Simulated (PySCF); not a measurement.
Compound: C3H7FO2Si.
SMILES: `CO/C(=C\F)O[SiH3]`

Method: PySCF, TDDFT wB97X-D/def2-SVPD, vertical, gas phase, core orbitals frozen in the response. Isolated species at its GFN2-xTB geometry (one conformer only). Torsions of this conformer, `[CH3:1][O:2]/[C:3](=[CH:4]\[F:5])[O:6][SiH3:7]`: C1–O2–C3–C4 0°, O2–C3–O6–Si7 0°.

Computed states:

| state | E (eV) | f |
| --- | --- | --- |
| S1 | 5.88 | 0.023 |
| S2 | 6.23 | 0.0007 |
| S3 | 6.97 | 0.349 |
| S4 | 7.28 | 0.0052 |
| S5 | 7.40 | 0.0021 |
| S6 | 7.52 | 0.0070 |
| S7 | 7.90 | 0.0020 |
| S8 | 8.05 | 0.0074 |

Broadening: Gaussians 0.4 eV wide at half height, area fixed by f = 4.319×10⁻⁹ ∫ε dν̃. The width is an assumption, not a result. The curve ends short of the highest state used, and states not computed would add to its high-energy end.

Question: Give the broadened spectrum and its maxima.

Answer: 
(λ (nm), ε (L mol⁻¹ cm⁻¹)): (166.5, 1279), (168.4, 2469), (170.3, 5238), (172.3, 10444), (174.2, 16724), (176.2, 22112), (178.1, 23541), (180.1, 20521), (182.0, 15012), (184.0, 9025), (185.9, 4742), (187.9, 2061), (189.8, 819), (191.8, 287), (193.7, 126), (195.7, 107), (197.6, 163), (199.6, 290), (201.5, 485), (203.5, 763), (205.4, 1062), (207.4, 1348), (209.3, 1522), (211.3, 1555), (213.2, 1440), (215.2, 1205), (217.1, 932), (219.1, 651), (221.0, 428), (223.0, 255), (224.9, 145), (226.9, 74), (228.8, 37), (230.8, 17), (232.7, 7), (234.7, 3)

Maxima: 211 nm (5.88 eV), ε about 1600, made up of S1 (100%); 178 nm (6.97 eV), ε about 24000, made up of S3 (100%) (ε in L mol⁻¹ cm⁻¹; maxima over ε = 5, shares over 10%).

Question: Coming from long wavelengths, where does ε first pass 100 L mol⁻¹ cm⁻¹?

Answer: At about 226 nm (5.49 eV), 0.40 eV below S1.

Question: On this curve, what absorbance would a 10⁻⁵ mol/L sample give at 222 nm over a 1 cm path?

Answer: 222 nm is 5.585 eV, where ε is about 330 L mol⁻¹ cm⁻¹, so A = ε c l ≈ 0.0033 (Beer–Lambert, with the gas-phase spectrum and the assumed width).

Question: What would ε be at 6.97 eV, the highest of these maxima, with half the width (0.2 eV)?

Answer: About 47000 L mol⁻¹ cm⁻¹ against 23600, a factor of about 1.99; a lone state at its own centre would give exactly 2.
